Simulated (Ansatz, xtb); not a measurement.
C5H9O2S+: where a starting geometry ends

The starting geometry of this gas-phase singlet was built from a drawn formula by distance geometry and a force field; its bonds are those of `C[CH+]/C=C/S(C)(=O)=O`.

```csv
atom,x (Å),y (Å),z (Å)
C,1.3311,2.4078,-0.3999
C,0.4872,1.3194,0.1334
C,1.0983,0.2413,0.9261
C,0.3844,-0.6903,1.5026
C,1.6208,-3.1017,1.1299
O,0.1451,-2.5947,3.2181
O,2.3802,-1.4783,3.0203
S,1.1260,-1.9742,2.4164
H,2.3517,2.0546,-0.6390
H,1.4446,3.2602,0.3376
H,0.8892,2.8093,-1.3341
H,-0.6089,1.4406,0.0607
H,2.1761,0.2775,1.0213
H,-0.6810,-0.7332,1.4685
H,0.7564,-3.4311,0.6397
H,2.3250,-2.5943,0.4697
H,2.1299,-3.9189,1.5993
```

Q: Predict what it relaxes into with r2SCAN-D4/def2-SVP.

A: It keeps its bonds, and is `C[CH+]/C=C/S(C)(=O)=O`.

The energy falls by 1.04 eV over 20 steps:

```json
{"step": "1", "E − E(last) (eV)": "1.036"}
{"step": "3", "E − E(last) (eV)": "0.375"}
{"step": "5", "E − E(last) (eV)": "0.310"}
{"step": "7", "E − E(last) (eV)": "0.205"}
{"step": "9", "E − E(last) (eV)": "0.119"}
{"step": "12", "E − E(last) (eV)": "0.021"}
{"step": "14", "E − E(last) (eV)": "0.003"}
{"step": "16", "E − E(last) (eV)": "0.000"}
{"step": "18", "E − E(last) (eV)": "0.000"}
{"step": "20", "E − E(last) (eV)": "0.000"}
```

Final geometry (Å):

```json
{"atom": "C", "x (Å)": "1.1134", "y (Å)": "2.7871", "z (Å)": "-0.0955"}
{"atom": "C", "x (Å)": "0.6253", "y (Å)": "1.4380", "z (Å)": "0.1272"}
{"atom": "C", "x (Å)": "1.3161", "y (Å)": "0.4410", "z (Å)": "0.8183"}
{"atom": "C", "x (Å)": "0.7885", "y (Å)": "-0.8305", "z (Å)": "0.9146"}
{"atom": "C", "x (Å)": "1.2704", "y (Å)": "-3.6168", "z (Å)": "1.4610"}
{"atom": "O", "x (Å)": "0.6629", "y (Å)": "-1.6488", "z (Å)": "3.1569"}
{"atom": "O", "x (Å)": "3.0050", "y (Å)": "-1.7064", "z (Å)": "2.0970"}
{"atom": "S", "x (Å)": "1.5758", "y (Å)": "-1.9704", "z (Å)": "2.0353"}
{"atom": "H", "x (Å)": "2.1057", "y (Å)": "2.9886", "z (Å)": "0.3257"}
{"atom": "H", "x (Å)": "0.3665", "y (Å)": "3.5025", "z (Å)": "0.3108"}
{"atom": "H", "x (Å)": "1.0897", "y (Å)": "3.0156", "z (Å)": "-1.1810"}
{"atom": "H", "x (Å)": "-0.3608", "y (Å)": "1.1822", "z (Å)": "-0.2883"}
{"atom": "H", "x (Å)": "2.2979", "y (Å)": "0.6460", "z (Å)": "1.2653"}
{"atom": "H", "x (Å)": "-0.1815", "y (Å)": "-1.1142", "z (Å)": "0.4833"}
{"atom": "H", "x (Å)": "0.1915", "y (Å)": "-3.7614", "z (Å)": "1.3160"}
{"atom": "H", "x (Å)": "1.8571", "y (Å)": "-3.7936", "z (Å)": "0.5489"}
{"atom": "H", "x (Å)": "1.6324", "y (Å)": "-4.2647", "z (Å)": "2.2750"}
```

From the same start GFN2-xTB ends elsewhere, differing in C4–O6 (1.26 against 2.39 Å here), C4–S8 (2.83 against 1.78 Å here).

The end wasn't checked by frequencies. Run with Ansatz 0.2.0, 99 s on 2 threads of Intel(R) Xeon(R) Processor @ 2.70GHz (shared host).
